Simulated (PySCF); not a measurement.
Relaxation of singlet H₄MoS

These are results of PBE0 in PySCF with Mo def2-TZVP with ECP28, S def2-TZVP, H def2-TZVP; scalar-relativistic core potentials, no spin–orbit coupling; density-fitted integrals, not measurements. A (50,194) grid was used.

A hand-made square pyramidal (ligand arrangement 1) start, of Cs symmetry, held to at least that symmetry:

```xyz
6
charge 0 multiplicity 1, angstrom
Mo    0.0000    0.4896    0.1019
S     0.0000   -1.6134   -0.3451
H     0.0000    0.4896    1.8019
H     1.6629    0.4896   -0.2515
H     0.0000    2.1525   -0.2515
H    -1.6629    0.4896   -0.2515
```

Task: What forces act on the atoms at the start (eV/Å)?

Result: 
| atom | Fx | Fy | Fz |
| --- | --- | --- | --- |
| Mo1 | 0.00 | -3.47 | 5.28 |
| S2 | 0.00 | 1.63 | -0.05 |
| H3 | 0.00 | -0.26 | -0.21 |
| H4 | -0.14 | 0.77 | -1.90 |
| H5 | 0.00 | 0.56 | -1.21 |
| H6 | 0.14 | 0.77 | -1.90 |

Task: What does it relax to?

Result: It ends at Cs with Mo–H 1.656 Å (×2), Mo–H 1.662 Å, Mo–H 1.741 Å, Mo–S 2.059 Å; H–Mo–H 58.2° (×2), H–Mo–H 114.7° (×2), H–Mo–H 115.3°, H–Mo–H 131.7°, H–Mo–S 95.2° (×2), H–Mo–S 109.6°, H–Mo–S 118.7° (after a last refinement on a finer grid). A frequency run shows a minimum. Other isomers or separated fragments may lie lower.

Task: How much energy is released, and in how many steps?

Result: 214.6 kJ/mol in 10 steps.

The relaxation took about 110 core-seconds on a shared host.
